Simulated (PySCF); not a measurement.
PySCF 2.14 output of an unrestricted PBE0 calculation on a single atom or ion in aug-cc-pVTZ-PP with ECP10MDF (6s6p5d3f2g, 88 functions), with scalar relativity through the core potential:

```
SCF conv_tol = 1e-09
number electrons alpha = 9  beta = 9
    C. Adamo and V. Barone.,  J. Chem. Phys. 110, 6158 (1999)
    M. Ernzerhof and G. E. Scuseria.,  J. Chem. Phys. 110, 5029 (1999)
cycle= 1 E= -196.940053557216  delta_E= -0.00663  |g|= 0.171  |ddm|= 0.258
cycle= 2 E= -196.921493749728  delta_E= 0.0186  |g|= 0.417  |ddm|= 0.141
cycle= 3 E= -196.945052371191  delta_E= -0.0236  |g|= 0.0334  |ddm|= 0.0953
cycle= 4 E= -196.945231402859  delta_E= -0.000179  |g|= 0.000218  |ddm|= 0.00945
cycle= 5 E= -196.945231409532  delta_E= -6.67e-09  |g|= 1.61e-06  |ddm|= 5.1e-05
cycle= 6 E= -196.945231409532  delta_E= -3.13e-13  |g|= 1.1e-07  |ddm|= 2.05e-06
converged SCF energy = -196.945231409532  <S^2> = 5.3290705e-15  2S+1 = 1
```

The run itself started from symmetry-adapted Hartree-Fock orbitals and held the occupation by maximum overlap, on a logarithmic radial grid, so the iterations belong to that start.

Question: Which element, charge and spin multiplicity is this?

Answer: Cu⁺ (copper, charge +1), multiplicity 1; the state was [Ar] 3d10, closed-shell 1S.

Energies and moments cover only the electrons outside the core potential.
